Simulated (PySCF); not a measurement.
A geometry optimisation, step by step.

Compound: C₉H₉F.
Numbering: `[F:1][CH2:2][C:3]1=[CH:4][C@@H:5]2[C@@H:6]3[CH:7]=[CH:8][C@H:9]1[C@H:10]23` (hydrogens: H11, H12 on C2; H13 on C4; H14 on C5; H15 on C6; H16 on C7; H17 on C8; H18 on C9; H19 on C10)

Computed by this run: PySCF, PBE0-D3(BJ)/def2-SVP geometry optimisation, gas phase; density fitting, grid level 1; the optimiser is geomeTRIC in internal coordinates, started from a GFN2-xTB structure with every atom displaced at random (about 0.01 Å). The frame can shift and turn from step to step; on so coarse a grid that alone can change the energy by a few meV, and forces under 0.02 eV/Å are noise.

Step 0: E = -12171.9864 eV, largest atomic force 3.081 eV/Å
```
atom  x, y, z in Å  |  force x, y, z in eV/Å
F1      3.292   -0.090    0.090   -0.456   0.169  -0.176
C2      2.252   -0.756   -0.537    0.242   0.549   0.838
C3      0.940   -0.026   -0.449    2.102  -0.231  -0.155
C4      0.779    1.230   -0.027   -2.856  -0.660  -0.948
C5     -0.679    1.558   -0.107    0.772   0.422   0.144
C6     -1.723    0.698    0.654    0.426  -0.654   0.292
C7     -1.251   -0.458    1.437   -0.692   0.382   0.055
C8     -0.545   -1.290    0.670   -0.660  -0.179   0.350
C9     -0.361   -0.719   -0.690   -0.072  -0.180  -0.781
C10    -1.373    0.420   -0.769   -0.045   0.278  -0.001
H11     2.550   -0.878   -1.576    0.000  -0.215  -0.616
H12     2.212   -1.737   -0.052   -0.283  -0.381  -0.100
H13     1.470    1.925    0.310    1.759   1.201   0.756
H14    -0.980    2.597   -0.241   -0.070   0.069  -0.145
H15    -2.627    1.196    0.948   -0.577   0.399   0.093
H16    -1.482   -0.561    2.490    0.132  -0.144   0.343
H17    -0.075   -2.190    0.995    0.526  -0.816   0.348
H18    -0.372   -1.430   -1.526    0.011  -0.100  -0.061
H19    -2.059    0.520   -1.601   -0.259   0.090  -0.237
```

Step 1: E = -12172.2204 eV, largest atomic force 0.767 eV/Å
```
atom  x, y, z in Å  |  force x, y, z in eV/Å
F1      2.866   -0.044   -0.330    0.146   0.020   0.156
C2      1.863   -0.882   -0.721   -0.058  -0.031  -0.301
C3      0.533   -0.244   -0.548   -0.214  -0.161  -0.092
C4      0.281    1.003   -0.124    0.334   0.593   0.354
C5     -1.164    1.285   -0.117   -0.003   0.001  -0.053
C6     -2.178    0.369    0.664   -0.165   0.108  -0.001
C7     -1.706   -0.797    1.426    0.019  -0.035   0.079
C8     -0.987   -1.619    0.644    0.127  -0.074  -0.058
C9     -0.784   -0.999   -0.732    0.041  -0.067  -0.042
C10    -1.841    0.127   -0.775   -0.004  -0.019   0.007
H11     2.021   -1.120   -1.797   -0.071  -0.040   0.171
H12     1.930   -1.834   -0.163    0.044   0.047   0.038
H13     1.042    1.724    0.225   -0.270  -0.356  -0.206
H14    -1.520    2.308   -0.266    0.018  -0.011   0.003
H15    -3.105    0.877    0.950    0.076  -0.059  -0.025
H16    -1.884   -0.937    2.494    0.007   0.005   0.000
H17    -0.466   -2.523    0.975   -0.017   0.081  -0.008
H18    -0.801   -1.710   -1.572   -0.015  -0.006  -0.042
H19    -2.560    0.222   -1.592    0.004   0.005   0.021
```

Step 2: E = -12172.2332 eV, largest atomic force 0.112 eV/Å
```
atom  x, y, z in Å  |  force x, y, z in eV/Å
F1      2.859   -0.057   -0.278    0.004   0.025  -0.020
C2      1.852   -0.879   -0.707   -0.032  -0.106   0.020
C3      0.519   -0.237   -0.560    0.074   0.045  -0.070
C4      0.277    1.014   -0.130   -0.084   0.041   0.046
C5     -1.171    1.286   -0.122   -0.003   0.074  -0.034
C6     -2.177    0.363    0.664    0.000  -0.026   0.030
C7     -1.683   -0.801    1.419   -0.047  -0.007   0.014
C8     -0.968   -1.617    0.626   -0.004   0.009  -0.004
C9     -0.791   -0.995   -0.751    0.043  -0.028  -0.012
C10    -1.852    0.127   -0.777    0.065  -0.005   0.018
H11     2.028   -1.134   -1.770    0.025   0.023   0.029
H12     1.901   -1.824   -0.136   -0.004  -0.007   0.002
H13     1.040    1.720    0.208   -0.043  -0.086  -0.040
H14    -1.530    2.308   -0.267   -0.012   0.004   0.005
H15    -3.103    0.863    0.961    0.006  -0.013   0.009
H16    -1.842   -0.942    2.490    0.012   0.006   0.002
H17    -0.430   -2.511    0.952    0.004   0.012   0.007
H18    -0.810   -1.703   -1.594   -0.001   0.027  -0.009
H19    -2.579    0.224   -1.587   -0.003   0.012   0.006
```

Step 3: E = -12172.2337 eV, largest atomic force 0.171 eV/Å
```
atom  x, y, z in Å  |  force x, y, z in eV/Å
F1      2.858   -0.068   -0.259   -0.003   0.013  -0.025
C2      1.849   -0.884   -0.696   -0.009   0.021   0.093
C3      0.520   -0.230   -0.566   -0.054   0.070  -0.050
C4      0.264    1.020   -0.136    0.036   0.002  -0.007
C5     -1.183    1.295   -0.124    0.121  -0.117  -0.026
C6     -2.176    0.359    0.665   -0.021  -0.033  -0.009
C7     -1.674   -0.805    1.417   -0.005   0.030  -0.055
C8     -0.956   -1.613    0.617   -0.023  -0.027   0.017
C9     -0.787   -0.990   -0.761   -0.031   0.001   0.038
C10    -1.852    0.130   -0.779   -0.060  -0.035   0.004
H11     2.039   -1.146   -1.754    0.016   0.012  -0.030
H12     1.885   -1.826   -0.119   -0.019   0.002  -0.003
H13     1.026    1.720    0.200    0.077   0.062   0.040
H14    -1.550    2.315   -0.266    0.011  -0.010   0.003
H15    -3.104    0.849    0.968   -0.026   0.008  -0.002
H16    -1.825   -0.948    2.488    0.010   0.003  -0.003
H17    -0.410   -2.501    0.940    0.010  -0.018   0.009
H18    -0.804   -1.694   -1.607   -0.013   0.016   0.000
H19    -2.582    0.224   -1.586   -0.018   0.001   0.006
```

Step 4: E = -12172.2355 eV, largest atomic force 0.059 eV/Å
```
atom  x, y, z in Å  |  force x, y, z in eV/Å
F1      2.854   -0.056   -0.259    0.002   0.002   0.007
C2      1.850   -0.879   -0.693    0.001   0.005   0.015
C3      0.518   -0.229   -0.568    0.005   0.008  -0.028
C4      0.268    1.020   -0.136   -0.042  -0.042  -0.007
C5     -1.180    1.289   -0.125    0.014   0.019  -0.017
C6     -2.178    0.356    0.664    0.000  -0.016   0.004
C7     -1.676   -0.807    1.414   -0.003   0.007  -0.014
C8     -0.959   -1.616    0.616   -0.005  -0.009  -0.003
C9     -0.788   -0.991   -0.761   -0.009  -0.013   0.026
C10    -1.854    0.127   -0.779    0.015   0.000   0.006
H11     2.044   -1.141   -1.750    0.002  -0.007  -0.015
H12     1.886   -1.820   -0.114    0.000   0.010   0.002
H13     1.031    1.720    0.202    0.030   0.030   0.020
H14    -1.545    2.309   -0.265   -0.007  -0.001   0.003
H15    -3.105    0.849    0.966   -0.006   0.005  -0.001
H16    -1.826   -0.949    2.486    0.003  -0.002   0.001
H17    -0.411   -2.505    0.940    0.003  -0.005   0.003
H18    -0.806   -1.694   -1.609   -0.003   0.005  -0.005
H19    -2.586    0.223   -1.585   -0.002   0.002   0.001
```

Step 5: E = -12172.2357 eV, largest atomic force 0.025 eV/Å
```
atom  x, y, z in Å  |  force x, y, z in eV/Å
F1      2.852   -0.048   -0.254   -0.002   0.000   0.000
C2      1.851   -0.875   -0.690    0.002  -0.006   0.004
C3      0.518   -0.228   -0.570    0.015   0.006  -0.013
C4      0.267    1.020   -0.136   -0.011  -0.003   0.000
C5     -1.181    1.288   -0.126    0.007  -0.004  -0.006
C6     -2.178    0.354    0.662   -0.002  -0.012   0.001
C7     -1.676   -0.810    1.411   -0.005  -0.003   0.024
C8     -0.958   -1.620    0.614   -0.008   0.018  -0.015
C9     -0.788   -0.993   -0.762    0.007  -0.001   0.004
C10    -1.854    0.125   -0.780   -0.002   0.003  -0.001
H11     2.050   -1.138   -1.747    0.001  -0.001   0.002
H12     1.888   -1.814   -0.109    0.003   0.001   0.002
H13     1.030    1.720    0.205    0.001   0.002   0.003
H14    -1.548    2.308   -0.266   -0.004  -0.003   0.001
H15    -3.106    0.846    0.964    0.000  -0.003  -0.001
H16    -1.825   -0.951    2.483   -0.001  -0.002   0.002
H17    -0.411   -2.508    0.939   -0.002   0.003  -0.001
H18    -0.806   -1.694   -1.611    0.000   0.004  -0.005
H19    -2.585    0.221   -1.587   -0.001  -0.001   0.000
```

Step 6: E = -12172.2358 eV, largest atomic force 0.030 eV/Å
```
atom  x, y, z in Å  |  force x, y, z in eV/Å
F1      2.851   -0.040   -0.246   -0.005  -0.001  -0.006
C2      1.854   -0.869   -0.685    0.002  -0.005  -0.004
C3      0.519   -0.225   -0.571    0.010  -0.004   0.007
C4      0.264    1.022   -0.135    0.011   0.015   0.004
C5     -1.184    1.287   -0.127   -0.007   0.003   0.010
C6     -2.180    0.349    0.660   -0.020   0.021   0.006
C7     -1.676   -0.814    1.410    0.007   0.002  -0.020
C8     -0.957   -1.621    0.610    0.018  -0.016   0.003
C9     -0.786   -0.992   -0.765    0.001   0.004  -0.001
C10    -1.854    0.123   -0.783   -0.003   0.003   0.008
H11     2.059   -1.135   -1.741   -0.001   0.004   0.012
H12     1.890   -1.806   -0.101    0.002  -0.005   0.001
H13     1.026    1.723    0.209   -0.021  -0.015  -0.009
H14    -1.554    2.306   -0.265   -0.001  -0.001   0.000
H15    -3.109    0.838    0.962    0.003   0.000  -0.003
H16    -1.824   -0.957    2.482   -0.003  -0.001  -0.006
H17    -0.408   -2.508    0.934    0.000   0.000  -0.002
H18    -0.803   -1.692   -1.616    0.003  -0.003   0.002
H19    -2.586    0.219   -1.589    0.001  -0.003  -0.001
```

Question: Summarise the path.

Answer: The energy falls by 24.06 kJ/mol from step 0 to step 6; nine tenths of that is first reached at step 1. It falls at every step. The largest force goes from 3.081 to 0.030 eV/Å. Among the bonds C4–H13 changes most, from 1.036 to 1.091 Å; the atoms move by 0.079 Å rms after alignment.

Question: Follow the three bonds and two angles with the largest change from start to end.

Answer: 
```
step  E above end (kJ/mol)  largest force (eV/Å)  C4–H13 (Å)  C8–C9 (Å)  C3–C9 (Å)  C3–C4–H13 (°)  F1–C2–H12 (°)
   0                 24.06                 3.081       1.036      1.487      1.494          130.8          104.9
   1                  1.48                 0.767       1.105      1.523      1.529          125.3          109.8
   2                  0.25                 0.112       1.093      1.521      1.526          125.1          108.6
   3                  0.20                 0.171       1.088      1.521      1.524          124.3          108.5
   4                  0.03                 0.059       1.089      1.522      1.525          124.5          108.8
   5                  0.01                 0.025       1.090      1.522      1.525          124.5          108.7
   6                  0.00                 0.030       1.091      1.522      1.526          124.4          108.7
```

What follows is the cost of the whole optimisation. On one thread, Arm Neoverse V1 (aarch64), no GPU (shared host), this took 2.3 min of wall time and 0.87 GiB of memory at its peak.
